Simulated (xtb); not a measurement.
C2H8ClNSi, SMILES C(C)[SiH](Cl)N. All values are semi-empirical tight-binding results from xtb (GFN2-xTB unless named), good for trends rather than for accurate numbers. Geometry optimised at GFN2-xTB. One conformer was computed; it need not be the lowest.

Optimised geometry:

```xyz
13

Si     0.0907    -0.3271     0.3294
N      0.8211    -1.4933    -0.7007
Cl     1.3868     1.1163     0.9700
C     -1.3030     0.5118    -0.6490
C     -2.3848    -0.4658    -1.0949
H     -0.3577    -1.0469     1.5166
H      1.6140    -2.0230    -0.3771
H      0.9015    -1.3174    -1.6891
H     -0.8936     1.0147    -1.5283
H     -1.7609     1.2927    -0.0395
H     -3.1537     0.0451    -1.6720
H     -1.9596    -1.2541    -1.7104
H     -2.8571    -0.9306    -0.2334
```
Charge 0, spin multiplicity 1.

| Item | Value |
|---|---|
| orbital gap | 6.42 eV |
| dipole moment | 2.30 D |
| zero-point energy | 62.9 kcal/mol |
| G − E(el) at 298.15 K (modified RRHO) | 42.3 kcal/mol |
| static polarisability (D4 model) | 77.1 bohr³ |
| solvation energy, GFN2-xTB/ALPB(water) | -3.7 kcal/mol |
| solvation energy, GFN2-xTB/ALPB(dmso) | -7.2 kcal/mol |

Computed atomic charges and the Wiberg bond orders between heavy atoms:
charges (e) Si1 0.53, N2 -0.40, Cl3 -0.29, C4 -0.15, C5 -0.11, H6 -0.06, H7 0.16, H8 0.17, H9 0.03, H10 0.02, H11 0.03, H12 0.03, H13 0.03. Bond orders Si1–N2 1.16, Si1–Cl3 1.00, Si1–C4 0.87, C4–C5 1.03.
